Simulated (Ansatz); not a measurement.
Relaxation of F$_{2}$GeH$_{4}$O$_{2}$ (9 atoms, charge 0, multiplicity 1), to a largest force component of 0.03 eV/Å in at most 50 steps.

Theory: RKS PBE/def2-SVP (Ansatz).

```xyz
9
Properties=species:S:1:pos:R:3:forces:R:3
Ge -0.097 0.502 -0.096 -0.03 0.20 0.00
F 0.826 -0.066 2.578 -0.09 -0.16 0.29
O 1.547 -0.156 -0.261 -0.03 0.05 0.08
H 1.666 -0.663 -1.085 0.03 -0.05 -0.05
O -0.606 1.223 -1.643 -0.03 -0.02 -0.03
H -1.494 0.893 -1.886 0.03 0.01 0.01
F -1.288 -0.749 0.199 -0.03 -0.06 -0.01
H 0.047 1.469 1.096 -0.24 0.11 -0.26
H 1.334 0.442 1.984 0.39 -0.07 -0.03
```

Question: Where does it end, and by what steps?

Answer: The forces met the threshold. After 10 steps the energy has fallen by 0.412 eV; H9 moved furthest, 0.82 Å.

```tsv
step	energy less start (eV)	largest force component (eV/Å)	accepted
0	0.0000	0.388	yes
1	-0.0929	0.519	yes
2	-0.1296	1.522	yes
3	-0.2082	1.385	yes
4	-0.3372	0.851	yes
5	-0.3924	0.505	yes
6	-0.3969	0.301	yes
7	-0.4068	0.350	yes
8	-0.4115	0.061	yes
9	-0.4121	0.034	yes
10	-0.4122	0.016	yes
```

```xyz
9
Properties=species:S:1:pos:R:3
Ge -0.205 0.690 -0.001
F 1.019 -0.143 2.442
O 1.491 0.072 0.005
H 1.691 -0.427 -0.810
O -0.528 1.057 -1.716
H -1.375 0.654 -1.988
F -1.326 -0.604 0.373
H -0.331 1.875 0.957
H 1.499 -0.279 1.625
```

Whether the end is a true minimum wasn't checked by a vibrational analysis.

The run took 20 s on 2 threads of Arm Neoverse V2 (shared host), peak memory 0.15 GiB.
